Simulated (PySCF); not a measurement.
# Iodine: a sound run and one with changed settings

Sound run: I⁺ [Kr] 4d10 5s2 5p4, I²⁺ [Kr] 4d10 5s2 5p3. Calculation: PySCF 2.14, in x2c-SVPall (6s5p3d, 36 functions); scalar relativity by spin-free X2C-1e. The sound run starts from symmetry-adapted Hartree-Fock orbitals and uses a fine grid where one is needed.

Changed run: 26 angular points. This setting is unsound on purpose.

| species | method | sound run (hartree) | changed run (hartree) | converged |
| --- | --- | --- | --- | --- |
| I⁺ | UHF | -7111.54266 | -7111.54266 | yes |
| I⁺ | PBE0 | -7114.05679 | -7114.05682 | yes |
| I⁺ | r2SCAN | -7114.41286 | -7114.41380 | yes |
| I²⁺ | UHF | -7110.89091 | -7110.89091 | yes |
| I²⁺ | PBE0 | -7113.36562 | -7113.36562 | yes |
| I²⁺ | r2SCAN | -7113.72039 | -7113.72039 | yes |

Ionisation energy of I⁺:

| method | sound run (eV) | changed run (eV) |
| --- | --- | --- |
| UHF | 17.735 | 17.735 |
| PBE0 | 18.808 | 18.808 |
| r2SCAN | 18.843 | 18.869 |

A coarse angular grid integrates products of high-l functions wrongly, so density functionals can shift, and the SCF can exploit the error; Hartree-Fock and MP2 need no grid.

For comparison, NIST gives 19.131 eV between the lowest levels.
